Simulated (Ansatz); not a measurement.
Reaction (formal exchange of groups at the Si–C bond): `C=C(F)[SiH2]N` + `CF` → `N[SiH2]CF` + `C=CF`

Isolated molecules relaxed with PBE0-D4/def2-TZVP in Ansatz; ΔE leaves out vibrations. CCSD(T)/CBS adds triple-zeta CCSD(T) − MP2 to the extrapolated MP2 energy (def2 sets, frozen cores). This one scheme is used for every species. Each species was taken in one conformer, which may not be the lowest.

| species | CCSD(T)/CBS(def2) energy (Eh) |
| --- | --- |
| `C=C(F)[SiH2]N` | -523.28788 |
| `CF` | -139.63461 |
| `N[SiH2]CF` | -485.25003 |
| `C=CF` | -177.66469 |

Task: Work out ΔE.

Result: ΔE = (-485.25003) + (-177.66469) − (-523.28788) − (-139.63461) = 0.00777 Eh = +20.4 kJ/mol.

Largest T1 diagnostic among the species: 0.012.
